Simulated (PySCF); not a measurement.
Atom-mapped SMILES (the numbers label the heavy atoms): `[F:1][C@@H:2]1[CH2:3][CH2:4][CH2:5][CH2:6][Si@@H:7]1[F:8]`; H(Xn) means a hydrogen on atom n. Ha(C3), Ha(C4), Ha(C5), Ha(C6) are cis to F1 on the ring; Hb(C3), Hb(C4), Hb(C5), Hb(C6) are trans to F1 on the ring.

One conformer, non-relativistic Hamiltonian, isolated molecule. σ from GIAO-PBE0/pcSseg-1; GFN2-xTB geometry; PySCF 2.14.0 with density-fitted response routines.

Task: Predict the 2D correlation tables (HSQC, COSY, HMBC).

Result: 

HSQC (one-bond C–H):
```tsv
δH	δC
4.98 (H(C2))	87.8 (C2)
2.50 (Ha(C3))	36.6 (C3)
2.11 (Ha(C5))	27.1 (C5)
1.77 (Ha(C4))	25.1 (C4)
1.48 (Hb(C4))	25.1 (C4)
1.30 (Hb(C6))	15.5 (C6)
1.29 (Ha(C6))	15.5 (C6)
1.18 (Hb(C3))	36.6 (C3)
1.14 (Hb(C5))	27.1 (C5)
```

COSY cross peaks (H two or three bonds apart, from the bond graph; peaks can be absent where the dihedral angle is near 90°):
```tsv
δH	δH
5.08 (H(Si7))	4.98 (H(C2))
5.08 (H(Si7))	1.30 (Hb(C6))
5.08 (H(Si7))	1.29 (Ha(C6))
4.98 (H(C2))	2.50 (Ha(C3))
4.98 (H(C2))	1.18 (Hb(C3))
2.50 (Ha(C3))	1.77 (Ha(C4))
2.50 (Ha(C3))	1.48 (Hb(C4))
2.50 (Ha(C3))	1.18 (Hb(C3))
2.11 (Ha(C5))	1.77 (Ha(C4))
2.11 (Ha(C5))	1.48 (Hb(C4))
2.11 (Ha(C5))	1.30 (Hb(C6))
2.11 (Ha(C5))	1.29 (Ha(C6))
2.11 (Ha(C5))	1.14 (Hb(C5))
1.77 (Ha(C4))	1.48 (Hb(C4))
1.77 (Ha(C4))	1.18 (Hb(C3))
1.77 (Ha(C4))	1.14 (Hb(C5))
1.48 (Hb(C4))	1.18 (Hb(C3))
1.48 (Hb(C4))	1.14 (Hb(C5))
1.30 (Hb(C6))	1.29 (Ha(C6))
1.30 (Hb(C6))	1.14 (Hb(C5))
1.29 (Ha(C6))	1.14 (Hb(C5))
```

HMBC (two and three bonds, from the bond graph):
```tsv
δH	δC
5.08 (H(Si7))	87.8 (C2), 36.6 (C3), 27.1 (C5), 15.5 (C6)
4.98 (H(C2))	36.6 (C3), 25.1 (C4), 15.5 (C6)
2.50 (Ha(C3))	87.8 (C2), 27.1 (C5), 25.1 (C4)
2.11 (Ha(C5))	36.6 (C3), 25.1 (C4), 15.5 (C6)
1.77 (Ha(C4))	87.8 (C2), 36.6 (C3), 27.1 (C5), 15.5 (C6)
1.48 (Hb(C4))	87.8 (C2), 36.6 (C3), 27.1 (C5), 15.5 (C6)
1.30 (Hb(C6))	87.8 (C2), 27.1 (C5), 25.1 (C4)
1.29 (Ha(C6))	87.8 (C2), 27.1 (C5), 25.1 (C4)
1.18 (Hb(C3))	87.8 (C2), 27.1 (C5), 25.1 (C4)
1.14 (Hb(C5))	36.6 (C3), 25.1 (C4), 15.5 (C6)
```

Referencing at the same level of theory: TMS for $^{1}$H (31.72 ppm), $^{13}$C (186.93 ppm).

Short H···H contacts in this conformer between protons four or more bonds apart (candidates for NOE cross peaks, intensity ∝ r⁻⁶): Hb(C3)···Hb(C5) 2.49 Å, Ha(C4)···Ha(C6) 2.55 Å.

Shifts are as computed. Against solution values, carbons near 30 ppm lie about +3 ppm off and those near 130 ppm about +5 ppm. Of 1211 compounds with measured shifts, 218 miss one by over three times the rms of a fit or turn the order of signals round; such compounds aren't used in these exercises.
